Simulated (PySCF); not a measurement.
Correlation energy of Sb+ (antimony, charge +1)

[Kr] 4d10 5s2 5p2, high-spin 3P determinant. Computed with PySCF 2.14 in aug-cc-pwCVTZ-PP with ECP28MDF, with scalar relativity through the core potential. Frozen: 4s2 4p6 4d10; 4 electrons correlated.

| level | correlation energy (mhartree) |
| --- | --- |
| CCSD | -60.52 |
| (T) | -1.52 |
| CCSD(T) | -62.04 |

Diagnostics: T1 = 0.0078, D1 = 0.0202, largest double amplitude 0.090.

Cost of the coupled-cluster step: of the order of 19 core-seconds, for 4 correlated electrons.
